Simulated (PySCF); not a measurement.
Correlation energy of O (oxygen, neutral)

[He] 2s1 2p5, high-spin 3P determinant (an excited configuration). Computed with PySCF 2.14 in x2c-TZVPPall with one added diffuse shell each of s, p, d type (6s4p3d1f, 40 functions), with the spin-free X2C one-electron Hamiltonian (Gaussian nucleus). Frozen: 1s2; 6 electrons correlated.

MP2 pair energies summed by pair of shells (mhartree):

```
 pair   energy  share (%)
2p-2p  -150.64       86.3
2s-2p   -23.89       13.7
```

Total MP2 correlation energy: -174.53 mhartree.

Same-spin part -39.67 and opposite-spin part -134.85 mhartree; SCS-MP2 scales them by 1/3 and 6/5 to -175.05 mhartree.
